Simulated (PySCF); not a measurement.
## In: excitation energy

In [Kr] 4d10 5s2 5p1 (2P) → In [Kr] 4d10 5s1 5p1 5d1 (high-spin determinant), as a difference of total energies. Calculation: PySCF 2.14, in aug-cc-pVTZ-PP with ECP28MDF; a scalar-relativistic core potential. Correlated levels: valence: 4s2 4p6 4d10 frozen. The calculations carry no spin-orbit coupling.

```json
{"method": "UHF", "excitation energy (cm⁻¹)": "63369"}
{"method": "MP2 (valence)", "excitation energy (cm⁻¹)": "68716"}
{"method": "SCS-MP2 (valence)", "excitation energy (cm⁻¹)": "70465"}
{"method": "CCSD (valence)", "excitation energy (cm⁻¹)": "69953"}
{"method": "CCSD(T) (valence)", "excitation energy (cm⁻¹)": "69833"}
```

The upper state lies above the first ionisation limit, but in LS coupling its spin forbids autoionisation to the ground ion; at this Z spin-orbit coupling breaks that rule.

The promoted electron is Rydberg-like, and one or two diffuse shells describe it only roughly, which tends to raise the upper state.

The coupled-cluster amplitudes are large for the upper state (T1 above 0.03 or a double amplitude above 0.15), so a single reference is strained.

The determinant of the upper state mixes LS terms, which raises its energy above the lowest term, most at the Hartree-Fock and MP2 levels.
